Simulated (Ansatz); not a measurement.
System (SMILES): [BH] (BH) (closed-shell singlet).
Atoms: B1, H2. Bonds: B1-H2.

Basis-set convergence of the optimised B1-H2 bond length at CCSD(T) with Ansatz (a program for electronic structure). The reference of a correlated method is not its basis-set limit, which lies further on. All functions are spherical. Cores are frozen. Core-valence sets carry the plain set on hydrogen. A restricted Hartree-Fock determinant is unstable towards unrestricted orbitals. No added dispersion term, no relativity. Reference: the value in aug-pcseg-3, 1.2309 Å, itself unsure by roughly 0.0021 Å (its mean distance from aug-cc-pVQZ, cc-pV5Z, def2-QZVPPD).

```tsv
basis	functions	optimised B1-H2 bond length (Å)
STO-3G	6	___
3-21G	11	___
pcseg-0	11	1.2466
cc-pVDZ	19	___
def2-SVP	19	1.2434
pcseg-1	19	1.2367
def2-SVPD	28	1.2434
aug-cc-pVDZ	32	1.2531
6-311++G(2d,2p)	37	___
def2-TZVP	37	1.2356
pcseg-2	44	1.2309
def2-TZVPD	46	1.2372
cc-pCVTZ	57	1.2352
aug-cc-pVTZ	69	1.2353
def2-QZVPP	87	1.2331
def2-QZVPPD	96	1.2330
aug-cc-pVQZ	126	1.2333
cc-pV5Z	146	1.2327
```

**Question.** Fill in the missing entries.

**Answer.** 
- STO-3G, optimised B1-H2 bond length (Å): 1.2468
- 3-21G, optimised B1-H2 bond length (Å): 1.2602
- cc-pVDZ, optimised B1-H2 bond length (Å): 1.2557
- 6-311++G(2d,2p), optimised B1-H2 bond length (Å): 1.2341
